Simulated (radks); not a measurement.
Results of a calculation; reference values are marked as such.
Fractional charge and spin in the 2p shell of aluminium: the spin-up occupation runs from 2 to 3 and the spin-down occupation from 2 to 3; the fullest corner is Al2+, [He] 2s2 3s(up 0.5, down 0.5) 2p(up 3, down 3). Code: a radial shooting solver on a logarithmic mesh with Libxc functionals. Model: non-relativistic Kohn-Sham, PBE, spin-polarised, spherical densities, point nucleus. Energy (eV) above the fullest corner. The planes named below are the two flat planes that join the four corners, with an edge along up + down = one added electron.

\begin{tabular}{lrrrrr}
down \ up & 2 & 2.25 & 2.5 & 2.75 & 3 \\ \hline
2 & 246.666 & 208.140 & 171.792 & 137.584 & 105.478 \\
2.25 & 208.140 & 172.002 & 137.992 & 106.069 & 76.196 \\
2.5 & 171.792 & 137.992 & 106.266 & 76.577 & 48.883 \\
2.75 & 137.584 & 106.069 & 76.577 & 49.067 & 23.499 \\
3 & 105.478 & 76.196 & 48.883 & 23.499 & 0.000 \\
\end{tabular}

Corners above the fullest one (they belong to Al3+ and the next ion): (up 3, down 2) 105.48 eV, (up 2, down 3) 105.48 eV, (up 2, down 2) 246.67 eV. With half an added electron in each spin the energy lies 0.788 eV from the planes, and with half an added electron in spin up alone -4.280 eV. The planes are only a guide here: the flat-plane condition holds for ground states with one frontier orbital, while this shell lies below other occupied shells, so the corners above the fullest one are inner-hole states and not the ground states of those ions.
